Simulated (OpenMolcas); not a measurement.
Zr+: effect of the basis set

```yaml
Program: OpenMolcas
Method: CASSCF
Active_space: 3 electrons in 6 orbitals (4d 5s)
State_averaging: 2S+1 = 4 even, 20 roots; 2S+1 = 2 even, 64 roots
Spin-orbit_coupling: RASSI with atomic mean-field integrals over the reference wave functions, term energies averaged over their components
```

A. ANO-R0 [5s3p2d], X2C, finite nucleus; cost roughly 22 core-seconds
B. ANO-R2 [7s5p4d2f1g], X2C, finite nucleus; cost roughly 40 core-seconds
C. ANO-RCC-VQZP [8s7p5d3f2g1h], DKH4, point nucleus; cost about 30 core-seconds

Energies in eV above 4d² 5s ⁴F_3/2, the measured ground level; measured values from NIST Handbook of Basic Atomic Spectroscopic Data.

| Level | A | B | C | Measured |
| --- | --- | --- | --- | --- |
| 4d³ ⁴F_3/2 | -0.1162 | 0.3964 | 0.4230 | 0.3189 |
| 4d³ ⁴F_5/2 | -0.0785 | 0.4376 | 0.4646 | 0.3589 |
| 4d³ ⁴F_7/2 | -0.0289 | 0.4909 | 0.5184 | 0.4091 |
| 4d² 5s ⁴F_3/2 | 0.0000 | 0.0000 | 0.0000 | 0.0000 |
| 4d³ ⁴F_9/2 | 0.0302 | 0.5530 | 0.5810 | 0.4659 |
| 4d² 5s ⁴F_5/2 | 0.0356 | 0.0378 | 0.0380 | 0.0390 |
| 4d² 5s ⁴F_7/2 | 0.0855 | 0.0903 | 0.0910 | 0.0947 |
| 4d² 5s ⁴F_9/2 | 0.1481 | 0.1562 | 0.1575 | 0.1640 |
| 4d³ ²P_3/2 [66 %] | 0.6202 | 1.0178 | 1.0404 |  |
| 4d³ ²P_1/2 | 0.6337 | 0.9654 | 0.9880 |  |
| 4d² 5s ²D_5/2(1) | 0.7339 | 0.8126 | 0.8279 |  |
| 4d² 5s ²D_3/2(1) [67 %] | 0.7632 | 0.7749 | 0.7906 |  |
| 4d³ ²G_7/2 | 0.8456 | 1.2597 | 1.2843 |  |
| 4d³ ²G_9/2 | 0.8891 | 1.2952 | 1.3205 |  |
| 4d² 5s ²F_5/2 | 0.9227 | 1.1583 | 1.1737 | 0.7133 |
| 4d³ ⁴P_1/2 | 0.9951 | 1.5524 | 1.5893 |  |
| 4d² 5s ²F_7/2 | 0.9959 | 1.2364 | 1.2535 | 0.8019 |
| 4d³ ⁴P_3/2 | 1.0232 | 1.5780 | 1.6150 |  |
| 4d³ ⁴P_5/2 | 1.0461 | 1.6078 | 1.6452 |  |
| 4d² 5s ⁴P_1/2 | 1.1050 | 1.1493 | 1.1595 |  |
| 4d² 5s ⁴P_3/2 | 1.1265 | 1.1729 | 1.1834 |  |
| 4d² 5s ⁴P_5/2 | 1.1638 | 1.2130 | 1.2239 |  |
| 4d³ ²H_9/2 | 1.3965 | 1.9456 | 1.9773 |  |
| 4d³ ²H_11/2 | 1.4359 | 1.9921 | 2.0245 |  |

A puts 4d³ ⁴F_3/2 lowest.

Deviations, from unrounded energies. A percentage is the sum of absolute deviations over the sum of measured energies, with the sign that they share, or ± where signs differ.

| Against measurement | Levels | A | B | C |
| --- | --- | --- | --- | --- |
| mean absolute deviation (cm-1) | 9 | 2000 | 1100 | 1200 |
| fine structure of the ground term (%) | 3 | -9.6 | -4.5 | -3.7 |
| other terms of the ground configuration (%) | 2 | +26.6 | +58.1 | +60.2 |
| other configurations (%) | 4 | -112.5 | +20.9 | +28.0 |

B lies closest to measurement on these levels and A furthest from it. The largest miss of B in the table is 4d² 5s ²F_5/2, by +3600 cm-1. The ranking rests on the paired levels alone, and a cruder setting can come out closer through cancelling errors.

Among A to C the level of the table that moves most is 4d³ ⁴P_5/2, by 4800 cm-1 (lowest in A, highest in C).

Without dynamic correlation excited terms often stand tens of per cent too high (terms of higher spin than the ground term too low), and those without a measured partner can miss by more than the paired ones. Configurations are named by rounded mean occupations; where the s occupation lies near a half they are strongly mixed, a name can repeat and a true partner stay unpaired. A single d shell beside an s shell can misplace configurations of different d count against each other. The lowest computed level is not the ground level that NIST lists (4F3/2) (holds for A). Measured partners are found by configuration, term and J. A level has none where our copy of the source lacks it or the pairing is in doubt (some pairs that miss far off the trend of their configuration count as doubtful), and it then counts in no deviation. Only configurations of the active space appear. Levels that lie high or do not pair safely by name in every column are left out.

A share in square brackets marks a mixed level and gives the weight of the term that names it, the lowest over the columns. A number in round brackets counts repeated terms of one configuration in the order of the reference energies.
